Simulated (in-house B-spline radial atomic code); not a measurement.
# S4+: [Ne] 3s2

All numbers are computed (Dirac-Kohn-Sham B3LYP, spherical fractional occupations, exact exchange averaged over the configuration; Fermi nucleus of rms radius 3.2611 fm) with an all-electron radial atomic-structure program (B-spline basis), not measured.

Z_r = [3n² - l(l+1)]/(2<r>); Z_e = n√(-2ε); the last column is Slater's effective charge. Values are occupation-weighted means over j.

| shell | electrons | ε (eV) | <r> (bohr) | Z_r | Z_e | Slater |
| --- | --- | --- | --- | --- | --- | --- |
| 1s | 2 | -2490 | 0.09685 | 15.49 | 13.53 | 15.70 |
| 2s | 2 | -278.33 | 0.4761 | 12.60 | 9.05 | 11.85 |
| 2p | 6 | -221.69 | 0.4393 | 11.38 | 8.07 | 11.85 |
| 3s | 2 | -67.304 | 1.468 | 9.20 | 6.67 | 6.85 |

The least bound orbital is 3s1/2 at -67.3 eV, and it is also the most diffuse (<r> = 1.468 bohr).

Spin-orbit splittings of the orbital energies (j = l + 1/2 above j = l - 1/2 when positive): 2p 1.291 eV.

For the 1s electron the small component carries 0.323 % of the norm, the zero-frequency Breit interaction raises the level by 1.736 eV, self-energy by 0.7669 eV, and vacuum polarisation lowers it by 0.0507 eV.
